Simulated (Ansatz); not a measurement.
Ideal-gas functions of F₂H₂NOSi (`N[Si]([O])(F)F`) radical at 500 K and 1 bar, from an Ansatz frequency run at PBE0-D4/def2-TZVP.

Molar mass 98.1 g/mol, point group Cs (symmetry number 1), electronic degeneracy 2, moments of inertia 116.554, 125.235, 133.377 u Å². Harmonic wavenumbers (cm⁻¹, unscaled): 107, 198, 301, 328, 329, 359, 472, 774, 795, 848, 999, 1025, 1579, 3601, 3699.

Use S(trans) = R[1.5 ln M + 2.5 ln T − 1.1517]; rotational temperatures θ = 24.2544 K / I; S(rot) = R[ln(√π/σ · √(T³/θAθBθC)) + 1.5]; for each mode x = 1.438777 ν̃/T, S = R[x/(eˣ − 1) − ln(1 − e⁻ˣ)] and H = RT x/(eˣ − 1); 1 cm⁻¹ = 0.0119627 kJ/mol; R = 8.31446 J/(mol·K).

By hand: the entropy, in J/(mol·K).

Translation 176.8. Rotation: θ = 0.2081, 0.1937, 0.1818 K, giving 115.2. Vibration, mode by mode: 18.14, 13.10, 9.76, 9.10, 9.07, 8.40, 6.38, 3.19, 3.04, 2.69, 1.91, 1.80, 0.49, 0.00, 0.00, in all 87.1. Electronic 5.8. Sum 384.9 J/(mol·K).

By hand: H − E and G − E in kJ/mol, counted from the electronic energy.

Zero-point energy ½ × 15414 × 0.0119627 = 92.2; thermal vibration 23.3; translation, rotation and pV give 4 RT = 16.6. H − E = 132.1 kJ/mol, and G − E = 132.1 − 500 × 384.9/1000 = -60.4 kJ/mol.

Vibration gives 23 % of the entropy, 18.1 J/(mol·K) of it from the mode under 150 cm⁻¹: soft modes count most, and the harmonic formula is weakest for them. The sum counts one conformer and one mirror image; others add a mixing term.
